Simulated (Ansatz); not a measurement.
Reaction (ligand exchange at the Si–C bond): `NC([SiH3])[SiH2]Cl` + `O[SiH](F)[SeH]` → `F[SiH]([SeH])O[SiH3]` + `NC[SiH2]Cl`

Program: Ansatz. Geometries: PBE0-D4/def2-TZVP. ΔE: electronic, gas phase. CCSD(T)/CBS adds triple-zeta CCSD(T) − MP2 to the extrapolated MP2 energy (def2 sets, frozen cores). DFT in def2-TZVPP. B3LYP here is the variant with VWN-RPA as its local correlation; programs differ in this. For Se outer-core shells are correlated without core-valence functions, which leaves a few kJ/mol of doubt a bond. Scalar relativity is left out up to krypton. One conformer a species, not always the lowest.

| level | ΔE (kJ/mol) | difference from CCSD(T)/CBS |
| --- | --- | --- |
| PBE-D4 | -88.5 | 20.1 |
| r2SCAN-D4 | -103.0 | 5.6 |
| PBE0-D4 | -97.0 | 11.6 |
| B3LYP-D4 | -108.9 | -0.3 |
| ωB97X-V | -107.0 | 1.6 |
| ωB97M-V | -104.8 | 3.8 |
| B2PLYP | -113.0 | -4.4 |
| PBE | -91.4 | 17.2 |
| r2SCAN | -103.7 | 4.9 |
| PBE0 | -99.5 | 9.1 |
| B3LYP | -113.7 | -5.1 |
| HF/def2-TZVPP | -138.9 | -30.3 |
| MP2/def2-TZVPP | -107.7 | 0.9 |
| SCS-MP2/def2-TZVPP | -114.3 | -5.7 |
| CCSD/def2-TZVPP | -112.6 | -4.0 |
| CCSD(T)/def2-TZVPP | -107.4 | 1.2 |
| HF/def2-QZVPP | -141.6 | -33.0 |
| MP2/def2-QZVPP | -109.3 | -0.7 |
| SCS-MP2/def2-QZVPP | -115.8 | -7.2 |
| HF/CBS(def2) | -142.0 | -33.4 |
| MP2/CBS(def2) | -108.8 | -0.2 |
| CCSD/CBS(def2) | -113.7 | -5.1 |
| CCSD(T)/CBS | -108.6 | 0 |

Largest T1 diagnostic among the species: 0.011.

From PBE to PBE0 (25 % exact exchange), in def2-TZVPP and without D4, ΔE moves by −8.1 kJ/mol. The D4 term adds +4.8 kJ/mol with B3LYP and +2.5 kJ/mol with PBE0; it sums over pairs of atoms, weighted by their polarisabilities, and B3LYP, whose exchange is more repulsive, gets the larger term. In def2-TZVPP, CCSD(T) changes the Hartree–Fock value by +31.5 kJ/mol (the triples alone add +5.1 kJ/mol) and MP2 by +31.2 kJ/mol.
